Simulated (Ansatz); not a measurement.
doublet K: levels of theory in one basis

A single K atom.

Basis set: def2-SVP (spherical functions). Correlated methods keep 5 orbitals frozen. Correlation on ROHF uses semicanonical orbitals with singles. Charge 0, multiplicity 2.

Computed with Ansatz (development build ahead of 0.2.0); each method stands on the lowest determinant of its kind that the runs found.

```json
{"method": "ROHF", "E − E(ROHF) (eV)": "0.00", "<S²> of the determinant": "0.75"}
{"method": "UHF", "E − E(ROHF) (eV)": "0.00", "<S²> of the determinant": "0.75"}
{"method": "ROHF-CCSD", "E − E(ROHF) (eV)": "-1.39", "<S²> of the determinant": "–"}
{"method": "ROHF-CCSD(T)", "E − E(ROHF) (eV)": "-1.39", "<S²> of the determinant": "–"}
```

(1) What does ROHF-MP2 give on the same scale?

(2) Is a single determinant a sound starting point here?

Answers

(1) -1.26 eV.

(2) By this sign, yes. Unrestricted orbitals gain 0.00 eV and <S²> is 0.75 against 0.75 for a pure state.
